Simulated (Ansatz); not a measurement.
The cluster CdO₂ was relaxed with r2SCAN-D4 (def2-TZVP) in Ansatz in these states: neutral quintet, neutral triplet. The geometries follow in no particular order.

In the def2 sets Cd takes a core potential; there is no spin–orbit coupling.

A:

```xyz
3

Cd    1.2687   -1.0164    2.0241
O    -1.1594    0.8060   -0.9938
O    -0.1093    0.2104   -1.0303
```

B:

```xyz
3

Cd    1.021    1.420   -1.332
O    -0.362   -1.256    0.875
O    -0.659   -0.163    0.457
```

Question: Judge from the bond lengths which geometry belongs to which state (an estimate).

Answer: A is the neutral triplet (Cd1–O3 3.568 Å, O2–O3 1.208 Å); B is the neutral quintet (Cd1–O3 2.921 Å, O2–O3 1.207 Å).

At PBE0-D4/def2-TZVP a triplet lies 3.77 eV below the neutral quintet. These are the stationary points nearest to one start from a short search; other shapes may lie lower in each state. The neutral triplet has come apart into loosely held pieces. The neutral quintet has come apart into loosely held pieces.
